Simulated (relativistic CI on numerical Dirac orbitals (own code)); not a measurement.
# Ca²⁺: q coefficients and field-shift factors

Computed by Dirac-Coulomb-Breit CI, KLI orbitals optimised for each configuration, valence Slater integrals scaled by 0.85, P86 correlation energy added to each configuration, derivatives by finite differences, QED left out (own radial code, finite nucleus).

CI space (outside the closed core [Ne]): 3s²3p⁶, 3s²3p⁵3d, 3s²3p⁵4s, 3s3p⁶3d, 3s²3p⁵4p, 3s²3p⁵4d, 3s²3p⁵4f. Double excitations out of closed p, d and f shells are left out; levels of such configurations are missing from the list, as are those of other unlisted configurations, and high levels can miss mixing partners.

With x = (α/α₀)² − 1 an excitation energy changes as ω = ω₀ + qx; K = 2q/ω₀ is the relative enhancement. Terms are leading LS components, so labels can repeat. The field-shift factor is F = δν/δ⟨r²⟩ for the transition from the lowest level.

Lowest level 3s²3p⁶ ¹S0.

| Level | ω₀ (cm⁻¹) | q (cm⁻¹) | F (GHz/fm²) |
| --- | --- | --- | --- |
| 3s²3p⁵3d ³P°0 | 204458 | -197.1 | 0.363 |
| 3s²3p⁵3d ³P°1 | 204931 | 244.1 | 0.363 |
| 3s²3p⁵3d ³P°2 | 205909 | 1167 | 0.365 |
| 3s²3p⁵3d ³F°4 | 212524 | -146.9 | 0.378 |
| 3s²3p⁵3d ³F°3 | 213629 | 827.3 | 0.378 |
| 3s²3p⁵3d ³F°2 | 214608 | 1832 | 0.378 |
| 3s²3p⁵3d ³D°3 | 226920 | -109.8 | 0.407 |
| 3s²3p⁵3d ¹D°2 | 227340 | 641.8 | 0.405 |
| 3s²3p⁵3d ³D°1 | 228059 | 1241 | 0.405 |
| 3s²3p⁵3d ³D°2 | 228219 | 1493 | 0.406 |
| 3s²3p⁵3d ¹F°3 | 229067 | 1614 | 0.409 |
| 3s²3p⁵4s ³P°2 | 244977 | -1712 | 1.16 |
| 3s²3p⁵4s ³P°1 | 246368 | -929.1 | 1.16 |
| 3s²3p⁵4s ³P°0 | 248088 | 1429 | 1.16 |
| 3s²3p⁵4s ¹P°1 | 250142 | 695.8 | 1.13 |
| 3s²3p⁵4p ³S1 | 274491 | -615.8 | 0.793 |
| 3s²3p⁵4p ³D3 | 278472 | -1056 | 0.8 |
| 3s²3p⁵4p ³D2 | 278868 | -1167 | 0.8 |
| 3s²3p⁵4p ³D1 | 280081 | -284.6 | 0.801 |
| 3s²3p⁵4p ³P2 | 281077 | -807.5 | 0.803 |
| 3s²3p⁵4p ¹P1 | 282589 | 792.4 | 0.804 |
| 3s²3p⁵3d ¹P°1 | 283065 | 278.9 | 0.642 |
| 3s²3p⁵4p ³P2 | 283208 | 1588 | 0.804 |

For a near-neutral ion this model can misplace configurations by up to about 10,000 cm⁻¹ (more where the count of f electrons changes) and terms by 10 to 25 % of their spread. Rates follow the energies as ν³ (E1, M1) or ν⁵ (E2), so they and the lifetimes can be off by large factors. The fine structure of a lone outer electron comes out too small, for d and f at times inverted, and misplaced configurations move strength between like terms.

Problem. Which transition from the lowest level has the largest |K|?

Solution. 3s²3p⁵3d ³F°2 at 214608 cm⁻¹, K = 0.0171.
